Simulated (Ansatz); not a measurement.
TiO₄, relaxed as a triplet with UKS PBE0-D4/def2-SVP in Ansatz, starting from the PBE0-D4/def2-SVP geometry of the neutral singlet. Force threshold 0.02 eV/Å.

The structure holds 2 bonds between oxygen atoms, so isomers without such links may lie far lower. The relaxation made no stability test and no search for a lower SCF solution. At PBE0-D4/def2-SVP a singlet of charge 0 lies 0.84 eV below the triplet, each at its own geometry. The structure comes from a short search, and lower isomers may exist.

Start:

```xyz
5

Ti    0.001    0.000    0.000
O     0.332    0.438   -1.719
O    -0.952   -0.171   -1.523
O     0.017    0.512    1.730
O     0.603   -0.779    1.513
```

| step | energy (eV) | largest force component (eV/Å) | SCF passes |
| --- | --- | --- | --- |
| 1 | -31275.4957 | 2.727 | 72 |
| 2 | -31276.0286 | 1.177 | 27 |
| 3 | -31276.1545 | 0.217 | 28 |
| 4 | -31276.1572 | 0.031 | 32 |
| 5 | -31276.1572 | 0.002 | 24 |
| 6 | -31276.2277 | 2.503 | 44 |
| 7 | -31276.3840 | 2.207 | 48 |
| 8 (rejected) | -31275.4710 | 9.220 | 38 |
| 9 (rejected) | -31276.3689 | 1.471 | 42 |
| 10 | -31276.4638 | 0.200 | 40 |
| 11 | -31276.4647 | 0.104 | 39 |
| 12 | -31276.4650 | 0.006 | 27 |

Force components are those of the run's own axes.

End:

```xyz
5

Ti    0.024   -0.015    0.109
O     0.239    0.427   -1.875
O    -0.925   -0.128   -1.698
O     0.040    0.503    1.837
O     0.622   -0.787    1.627
```

By distances, no bond broke or formed. The bond that changes most is Ti1–O3, from 1.80 to 2.04 Å (atoms count from 1).

The force fell under the threshold at step 5, but the optimiser went on and released 0.308 eV more. No frequencies were taken in this run, so the end may be a saddle point.

Run time 19 s (4 threads of Arm Neoverse V1 on a shared host).
